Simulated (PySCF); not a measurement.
**Single point on SrSb⁻**

State: ³Π (triplet), unpaired electrons σ ↑, π ↑.

An equivalent input (the run itself took its basis sets from the Basis Set Exchange, started from a PBE0 density and held the occupation σ 8α 7β, πx 4α 4β, πy 4α 3β, δx 1α 1β, δy 1α 1β):

```python
from pyscf import gto, dft
mol = gto.M(atom='Sr 0 0 0; Sb 0 0 3.107', basis={'Sr': 'def2-SVPD', 'Sb': 'def2-SVPD'}, ecp={'Sr': 'def2-SVPD', 'Sb': 'def2-SVPD'},
            charge=-1, spin=2, verbose=4, symmetry='C2v')
mf = dft.UKS(mol, xc='R2SCAN')
mf.grids.atom_grid = (80, 434)
mf.grids.prune = dft.gen_grid.treutler_prune
mf.irrep_nelec = {'A1': (9, 8), 'A2': (1, 1), 'B1': (4, 4), 'B2': (4, 3)}
mf.conv_tol = 1e-9
mf.max_cycle = 60
mf.diis_space = 10
mf.kernel()
```

The log (some set-up lines and the per-cycle HOMO/LUMO lines removed):

```
******** <class 'pyscf.dft.uks_symm.SymAdaptedUKS'> ********
method = SymAdaptedUKS
damping factor = 0
level_shift factor = 0
DIIS = <class 'pyscf.scf.diis.CDIIS'>
diis_start_cycle = 1
diis_space = 10
diis_damp = 0
SCF conv_tol = 1e-09
SCF conv_tol_grad = None
SCF max_cycles = 60
number electrons alpha = 18  beta = 16
Set gradient conv threshold to 3.16228e-05
init E= -271.071870513575
cycle= 1 E= -271.072454636486  delta_E= -0.000584  |g|= 0.0103  |ddm|= 0.168
cycle= 2 E= -271.071196323663  delta_E= 0.00126  |g|= 0.0321  |ddm|= 0.144
cycle= 3 E= -271.072645565278  delta_E= -0.00145  |g|= 0.0016  |ddm|= 0.0926
cycle= 4 E= -271.072653113037  delta_E= -7.55e-06  |g|= 0.000826  |ddm|= 0.0115
cycle= 5 E= -271.072655975859  delta_E= -2.86e-06  |g|= 0.000476  |ddm|= 0.00876
cycle= 6 E= -271.072656663363  delta_E= -6.88e-07  |g|= 0.000146  |ddm|= 0.00477
cycle= 7 E= -271.072656756007  delta_E= -9.26e-08  |g|= 5.93e-05  |ddm|= 0.00146
cycle= 8 E= -271.072656770703  delta_E= -1.47e-08  |g|= 2.02e-05  |ddm|= 0.000455
cycle= 9 E= -271.072656773484  delta_E= -2.78e-09  |g|= 1.28e-05  |ddm|= 0.000262
cycle= 10 E= -271.072656774174  delta_E= -6.9e-10  |g|= 2.16e-06  |ddm|= 0.000146
Extra cycle  E= -271.072656774219  delta_E= -4.47e-11  |g|= 1.49e-06  |ddm|= 2.53e-05
converged SCF energy = -271.072656774219  <S^2> = 2.0298847  2S+1 = 3.0198574
```

Repeating this along the bond gives Re = 3.094 Å and ωe = 152 cm⁻¹.

A point of this curve took 1.9 CPU seconds beside 0.45 for the integrals, on Arm Neoverse N1 (shared host).

Spin–orbit coupling is left out. The highest Kohn–Sham level is positive in this anion. Much of that is self-interaction error, but it also means that the finite basis helps to hold the extra electron. The state was picked by a PBE0 search and need not be the measured ground state.
